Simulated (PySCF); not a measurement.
C₆H₁₀, SMILES C=CCCC=C.

Geometry optimised at B3LYP-D3(BJ)/def2-SVP. Other conformers were not sampled.

These are TDDFT-PBE/def2-SVPD in PySCF 2.14.0 values and carry that method's errors.

Vertical excitations. 

List the lowest excited states. (An estimate is asked for; the answer gives what the named calculation found.)


```
state  energy (eV)  λ (nm)      f                                                                 main pairs
-----  -----------  ------  -----  -------------------------------------------------------------------------
S1            5.50     225  0.002                                         HOMO→LUMO 57 %, HOMO−1→LUMO+1 39 %
S2            5.52     225  0.001                                         HOMO−1→LUMO 49 %, HOMO→LUMO+1 48 %
S3            6.45     192  0.021                                                           HOMO→LUMO+2 94 %
S4            6.58     188  0.040                                                         HOMO−1→LUMO+2 87 %
S5            6.83     182  0.102   HOMO→LUMO+3 19 %, HOMO−1→LUMO+1 15 %, HOMO→LUMO+1 13 %, HOMO−1→LUMO 10 %
S6            6.89     180  0.088                                        HOMO→LUMO+3 60 %, HOMO−1→LUMO+3 9 %
S7            7.03     176  0.037                                       HOMO→LUMO+4 49 %, HOMO−1→LUMO+3 31 %
S8            7.05     176  0.010  HOMO→LUMO+4 44 %, HOMO−1→LUMO+3 11 %, HOMO→LUMO+3 10 %, HOMO−1→LUMO+1 9 %
S9            7.11     174  0.100                    HOMO−2→LUMO 34 %, HOMO−1→LUMO+3 29 %, HOMO−2→LUMO+1 5 %
S10           7.17     173  0.004                                                         HOMO−1→LUMO+4 89 %
T1            4.44     279      0     HOMO→LUMO 47 %, HOMO−1→LUMO+1 27 %, HOMO−1→LUMO 13 %, HOMO→LUMO+1 11 %
T2            4.46     278      0     HOMO→LUMO+1 41 %, HOMO−1→LUMO 33 %, HOMO−1→LUMO+1 12 %, HOMO→LUMO 12 %
T3            5.49     226      0     HOMO−1→LUMO 35 %, HOMO→LUMO+1 25 %, HOMO−1→LUMO+1 22 %, HOMO→LUMO 19 %
T4            5.51     225      0     HOMO−1→LUMO+1 37 %, HOMO→LUMO+1 22 %, HOMO→LUMO 22 %, HOMO−1→LUMO 19 %
```
Triplets are in the Tamm–Dancoff approximation, which puts them higher than full response would, so one can lie above its singlet here.
